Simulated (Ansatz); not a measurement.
Species: [Cd(Br)2] (charge 0, multiplicity 1).

Question: Give a relaxed geometry from PBE-D3(BJ)/def2-SVP (Ansatz, a first-principles code).

Answer: the end point of this relaxation.
Cartesian coordinates (Å) in one orientation:
```xyz
3

Cd     0.000     0.000     0.000
Br    -0.107    -1.710     1.709
Br     0.107     1.710    -1.709
```
